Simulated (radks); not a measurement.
Results of a calculation; reference values are marked as such.
Numerical settings for the rhodium ion Rh+, [Kr] 4d8. Level of theory: Dirac Kohn-Sham, PBEsol, spin-unpolarised, spherical densities, point nucleus; open shells are shared between the two j in proportion to 2j + 1 (a radial shooting solver on a logarithmic mesh with Libxc functionals). The defaults (mesh step 0.008 in ln r, mesh end at 40 bohr or more with all orbitals vanishing there, Anderson mixing 0.5 over 9 steps, residual threshold near 1e-9 with the energy settled to 1e-9 hartree or 1e-11 of itself, here a cap of 90 iterations) give E = -4782.3622 hartree and 4d5/2 at -13.427 eV in 14 iterations. Run on one thread of a shared host, so times are rough (Arm Neoverse N1): 0.16 s of CPU time, 0.16 s wall, 14 iterations on 2546 mesh points. Changes against that run (0 stands for a change within the tolerance of the run):

| setting | iterations | converged | E (mhartree) | e(4d5/2) (meV) | CPU (s) |
|---|---|---|---|---|---|
| mesh step in ln r 0.003 | 14 | yes | 0 | 0 | 0.4 |
| mesh step in ln r 0.2 | 2 | no | diverged | - | 0.02 |
| mesh step in ln r 0.005 | 14 | yes | 0 | 0 | 0.25 |
| mesh end (bohr) 20 | 14 | yes | 0 | 0 | 0.16 |
| mesh end (bohr) 1 | 13 | level above zero | +1.72e+05 | +4.71e+05 | 0.1 |
| residual threshold 1e-05 | 11 | yes | 0 | +0.137 | 0.14 |
| residual threshold 1e-13 | 21 | yes | 0 | 0 | 0.2 |
| mixing 1 | 12 | yes | 0 | 0 | 0.14 |
| linear mixing, mixing 0.2 | 87 | yes | 0 | 0 | 0.67 |
| linear mixing, mixing 0.05 | 90 | no | +0.00522 | -72.8 | 0.79 |
| mixing history 2 | 24 | yes | 0 | 0 | 0.23 |
| iteration cap 2 | 2 | no | +480 | -1.45e+04 | 0.03 |

Settled on a wrong energy, with an occupied level pushed above zero by the early mesh end: mesh end (bohr) 1 (+172 hartree). Apart from these: no run marked as converged misses the energy by more than 1 mhartree. A mesh that ends early acts as a hard wall.
